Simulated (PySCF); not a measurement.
Gas-phase reaction: SiBr4 + 2 F2 = 2 Br2 + SiF4

Energies from PySCF (xtb for GFN2), thermal terms from the rigid-rotor harmonic-oscillator model, ideal gas at 1 bar. 'Table' is the NASA 1993 thermochemical table (part measured, part estimated). † marks an energy on the PBE0/def2-TZVP geometry and frequencies; other levels use their own. MP2 freezes the core. 6-31G* has spherical d functions here. All species are closed-shell singlets. Br: all electrons, no relativistic terms. MP2 isn't extrapolated to the basis-set limit; its ΔH°(298 K) is -1057.6 kJ in def2-SVP and -1139.0 kJ in def2-TZVPP. The harmonic model lacks anharmonicity and excited electronic states, which grow with temperature; levels with a mode under 35 cm⁻¹ are left out. Soft modes under 120 cm⁻¹ make the harmonic entropy rough for SiBr4. The table's entry may be an old estimate for SiBr4 (not checked at source).

| level | ΔH°(298 K), kJ | minus table | ΔG°(1200 K), kJ |
|---|---|---|---|
| table | -1137.7 | - | -1117.6 |
| GFN2-xTB | -1022.0 | 115.7 | -1008.0 |
| HF/6-31G* | -1195.2 | -57.5 | -1181.7 |
| M06-2X/def2-TZVP† | -1168.3 | -30.6 | -1151.6 |
| MP2/def2-SVP† | -1057.6 | 80.1 | -1040.9 |
| PBE/def2-TZVP† | -1043.0 | 94.7 | -1026.3 |
| LDA/def2-TZVP† | -1080.0 | 57.7 | -1063.3 |
